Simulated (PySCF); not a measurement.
Vertical excitations of a molecule C₄H₃ClF₂ from TDDFT-M06-2X/def2-SVPD (PySCF 2.14.0), as energy in eV (oscillator strength): 5.12 (0.001), 5.57 (0.001), 6.49 (0.013), 7.18 (0.007), 7.31 (0.833), 7.47 (0.083), 7.55 (0.177), 7.77 (0.216), 8.16 (0.000), 8.37 (0.014). Lowest triplet (TDA): 4.40 eV. Geometry: B3LYP-D3(BJ)/def2-SVP. One conformer was computed; it need not be the lowest.

### Question
Pick the molecule that these values belong to.
(A) C=C(Cl)C=C(F)F
(B) C=C(F)/C=C(\F)Cl
(C) CC(F)=C=C(F)Cl
(D) F/C=C\C(F)=C/Cl

### Answer
C, CC(F)=C=C(F)Cl
